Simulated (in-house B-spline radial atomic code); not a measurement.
Results of a calculation; reference values are marked as such.
# C6 from the polarisability at imaginary frequency: Ga II (Ga+)

PBE0 linear response of the closed shell [Ar] 3d10 4s2, from a B-spline radial code for spherical atoms; scalar-relativistic (spin-free one-electron X2C), finite nucleus, no spin-orbit coupling; shells from n = 2 respond.

The dispersion coefficient of two like species is C6 = (3/π) ∫ α(iu)² du from 0 to ∞.

```tsv
u (hartree)	α(iu) (bohr³)
0	18.33
0.0849	17.24
0.198	13.73
0.339	9.525
0.566	5.601
0.849	3.437
1.27	2.095
1.98	1.223
2.83	0.7911
4.24	0.4734
7.07	0.2341
14.1	0.08061
```

Q: Fit one oscillator, α(iu) = α(0)/(1 + u²/ω²), through u = 0.198 and estimate C6.

A: From α(0)/α(iu) − 1 = 18.33/13.73 − 1 = 0.3350, ω = u/√0.3350 = 0.3421 hartree (9.3 eV). London's formula gives C6 = (3/4) α(0)² ω = 0.75 × 18.33² × 0.3421 = 86.2 hartree·bohr⁶, and the oscillator holds f = α(0) ω² = 2.14 electrons, of a sum of oscillator strengths of 28.6.

Q: How does that compare with the full integral?

A: The program's quadrature over all excitations gives C6 = 94.09, so the single oscillator is off by -8.4 %. At the last point the fit gives α = 0.0108 against 0.0806: higher excitations, and deeper shells where there are any, keep the true curve higher at large u.
